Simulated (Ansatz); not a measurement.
BrFH$_{3}$Si$_{2}$ (`F[Si]([SiH3])Br`) radical, charge 0, multiplicity 2.

(1) Give a relaxed structure at PBE0-D4/def2-TZVP (Ansatz 0.2.0). (Best estimate.)

Results:

(1) Ansatz gave: 
Z-matrix (Å, degrees):
```
Si
Si 1 2.359
H 1 1.487 2 111.1
H 1 1.484 2 106.6 3 120.3
H 1 1.485 2 108.5 3 -121.3
Br 2 2.226 1 108.8 3 -58.4
F 2 1.604 1 109.7 3 58.6
```
